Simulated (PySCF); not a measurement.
# Reading the logs of faulty runs: AlBH6NSi

These are calculations, not measurements. The program is PySCF 2.14.0, an open-source quantum chemistry code, run on an isolated molecule that a program drew, which may never have been made. The molecule is AlBH6NSi (charge 0, doublet), drawn as the SMILES string `[BH2][AlH][NH][SiH2]`.

Each row is a Hartree-Fock (HF) and frozen-core CCSD(T) single point in the cc-pV(D+d)Z basis, meant for a local HF minimum. Run 1 is clean. Each other run has one planted mistake out of seven kinds, and not every kind appears here: one electron removed, one electron added, multiplicity raised by two, geometry at a saddle point, minimal basis STO-3G, one bond length entered in bohr, all coordinates scaled. The reference is restricted for singlets and unrestricted otherwise, and also for a bond in bohr. Adding or removing an electron swaps singlet and doublet. Electrons count all cores. HOMO and LUMO are orbital energies over both spins, the gradient is its largest component, and the lowest frequency (negative if imaginary) is given only where the gradient is small. Bond lengths are over the 9 bonds as drawn. T1 is the CCSD diagnostic: over 0.02 (restricted) or 0.045 (unrestricted) a single reference is doubtful.

Geometry of the clean run:
```xyz
10
AlBH6NSi, angstrom
B    -0.1608    0.7428   -0.7448
Al   -0.5497   -1.2292    0.0250
N    -1.3306   -2.4709   -1.0121
Si   -1.7911   -4.1104   -0.6852
H     0.8778    1.0397   -1.2780
H    -0.9581    1.6423   -0.6626
H    -0.1828   -1.6717    1.4999
H    -1.5808   -2.1802   -1.9445
H    -1.2401   -4.5001    0.6359
H    -1.2887   -5.0458   -1.7300
```

```
run,electrons,basis functions,<S^2>,HOMO (eV),LUMO (eV),gradient (hartree/bohr),lowest frequency (cm^-1),mean bond (Å),longest bond (Å),T1,HF (hartree),CCSD(T) (hartree),mistake
1,45,104,0.754,-8.15,1.24,1.9e-05,79,1.5174,2.152,0.0154,-613.46106,-613.92684,no fault
2,45,104,1.671,-8.12,1.29,1.7e-02,-,1.7302,4.067,0.0249,-613.37049,-613.81208,one bond length entered in bohr
3,45,34,0.752,-4.99,6.83,4.2e-02,-,1.5174,2.152,0.0182,-606.17653,-606.36995,minimal basis STO-3G
4,45,104,0.754,-8.05,1.26,2.3e-02,-,1.4810,2.101,0.0146,-613.45584,-613.91872,all coordinates scaled
5,45,104,3.767,-7.76,-0.75,4.4e-02,-,1.5174,2.152,0.0188,-613.37267,-613.82827,?
6,44,104,0.000,-13.98,-6.20,8.8e-02,-,1.5174,2.152,0.0215,-613.19642,-613.66311,?
```

**Which mistake was planted in run 5, and what did it cost?**

Electrons, basis and geometry are unchanged, and <S^2> is 3.767, beside S(S+1) = 3.75 for a multiplicity of 4. So the mistake is: multiplicity raised by two. Subtracting run 1 and multiplying by 627.51 kcal/mol a hartree, the energy moved by 55.5 kcal/mol in HF and 61.9 kcal/mol in CCSD(T).

**Which mistake was planted in run 6, and what did it cost?**

It counts 44 electrons, one fewer than the clean run, at the same geometry and basis. So the mistake is: one electron removed. Subtracting run 1 and multiplying by 627.51 kcal/mol a hartree, the energy moved by 166.1 kcal/mol in HF and 165.5 kcal/mol in CCSD(T).

Cautions from the logs. Run 6: T1 is over the limit, so its CCSD(T) energy is less reliable.
